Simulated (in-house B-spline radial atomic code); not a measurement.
Settings and results of a run for Lu III (Lu2+) (with a hole in an inner shell). Computed with a radial B-spline atomic code at the basis-set limit: Dirac-Kohn-Sham relativistic LDA, spherical fractional occupations, Fermi nucleus of rms radius 5.37 fm.

In the input, a minus or plus after the letter marks the j = l - 1/2 or j = l + 1/2 subshell.

Command:
```bash
python run_scf.py task.json out
```
Settings (nuclear radius in fm, mass in u):
```
Z                71
configuration    1s2 2s2 2p6 3s2 3p6 3d-3 3d+6 4s2 4p6 4d10 4f14 5s2 5p6 6s2
hamiltonian      dirac
method           lda_x_rel,vwn
spin_polarised   False
nucleus          fermi
rms_radius       5.37
atomic_mass      174.94078
speed_of_light   137.035999084
```

Output (hartree, bohr):
```
 radial grid: 81 intervals, B-splines of order 8, outer radius 60 bohr

 iter        energy (Eh)    residual
    1      -14481.272172    6.80e-01
    2      -14481.485139    3.03e-01
    3      -14482.303248    1.12e-01
    4      -14482.529066    7.91e-02
    5      -14482.120247    1.58e-01
    6      -14482.632561    7.70e-03
    7      -14482.634211    6.28e-04
    8      -14482.634223    2.18e-05
    9      -14482.634223    5.71e-06
   10      -14482.634223    2.32e-08

 total energy                    -14482.63422
 kinetic                           16085.3220
 electron-nucleus                 -35901.2898
 Hartree                            5595.9446
 exchange-correlation               -262.6110

 first-order corrections (not in the total)
   Gaunt                            16.3975
   retardation                      -1.7392
   frequency dependence             -0.2634
   self-energy                      11.8640
   Uehling                          -2.1246
   Wichmann-Kroll                    0.0792
   recoil                            0.0286

 orbital      occ     eigenvalue          <r>       <r^2>       <1/r>       r_max    small
 1s1/2      2.000     -2308.2281    0.0194077 0.000516648     81.8037     0.01219  7.06e-02
 2s1/2      2.000      -396.0455    0.0815112  0.00791119      19.812     0.06977  1.59e-02
 2p1/2      2.000      -378.6539    0.0675972  0.00567123     19.7864     0.05209  1.60e-02
 2p3/2      4.000      -338.0655    0.0751569  0.00687374     16.9215     0.05859  1.46e-02
 3s1/2      2.000       -91.3436     0.211966   0.0514882     7.30535      0.1961  5.24e-03
 3p1/2      2.000       -83.6322     0.201505   0.0472905      7.2288      0.1837  5.19e-03
 3p3/2      4.000       -74.8616     0.215497   0.0538687     6.48721      0.1971  4.79e-03
 3d3/2      3.000       -61.7619     0.188642   0.0417846     6.38592      0.1544  4.68e-03
 3d5/2      6.000       -59.8247     0.192963   0.0435895     6.20712      0.1581  4.57e-03
 4s1/2      2.000       -18.9614     0.475616    0.255752     3.07475      0.4447  1.72e-03
 4p1/2      2.000       -15.7736     0.481498    0.264306     2.97017      0.4446  1.64e-03
 4p3/2      4.000       -13.7515      0.51389    0.300761     2.70704      0.4731  1.48e-03
 4d3/2      4.000        -8.4721     0.533213    0.330262     2.49831      0.4699  1.30e-03
 4d5/2      6.000        -8.0960     0.544535    0.344294     2.43379      0.4791  1.25e-03
 4f5/2      6.000        -1.5094     0.658701    0.554942     1.95328       0.449  8.58e-04
 4f7/2      8.000        -1.4444     0.670034    0.575664     1.92371      0.4541  8.38e-04
 5s1/2      2.000        -3.1542      1.14655     1.47772     1.17054        1.03  3.66e-04
 5p1/2      2.000        -2.2352      1.26748     1.81997     1.04576        1.11  2.98e-04
 5p3/2      4.000        -1.9562       1.3666     2.11597    0.956741       1.193  2.59e-04
 6s1/2      2.000        -0.7317      2.88319     9.28039    0.442156       2.608  6.50e-05
```

Cost of the run: 1.1 s on 1 thread of Arm Neoverse V2, with other jobs on the host.

For the Dirac Hamiltonian the kinetic term is c α·p + (β - 1)c².
